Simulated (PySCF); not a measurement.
A calculated (PBE0, PySCF 2.14, ANO-RCC-VTZP, scalar relativity by spin-free X2C-1e) atom or ion has these occupied shells.

```
shell  electrons  orbital energy (eV)  rms radius, mean of both spins (bohr)
 1s β          1             -78332.0                                 0.0194
 1s α          1             -78332.0                                 0.0194
 2s α          1             -13829.5                                 0.0782
 2s β          1             -13829.2                                 0.0782
 2p α          3             -12041.9                                 0.0715
 2p β          3             -12041.7                                 0.0715
 3s α          1              -3294.4                                  0.200
 3s β          1              -3294.3                                  0.200
 3p α          3              -2768.6                                  0.202
 3p β          3              -2768.5                                  0.202
 3d α          5              -2174.2                                  0.184
 3d β          5              -2174.0                                  0.184
 4s α          1              -745.24                                  0.441
 4s β          1              -744.95                                  0.441
 4p α          3              -570.96                                  0.470
 4p β          3              -570.68                                  0.470
 4d α          5              -352.39                                  0.503
 4d β          5              -352.01                                  0.503
 5s α          1              -142.64                                   1.01
 5s β          1              -140.30                                   1.01
 4f α          7              -111.65                                  0.568
 4f β          7              -111.24                                  0.568
 5p α          3              -96.190                                   1.16
 5p β          3              -93.082                                   1.16
 5d α          5              -41.678                                   1.59
 5d β          2              -39.662                                   1.59
```

Question: Name the element and its charge.

Answer: Pt³⁺ (platinum, charge +3), in [Xe] 4f14 5d7, high-spin 4F determinant.
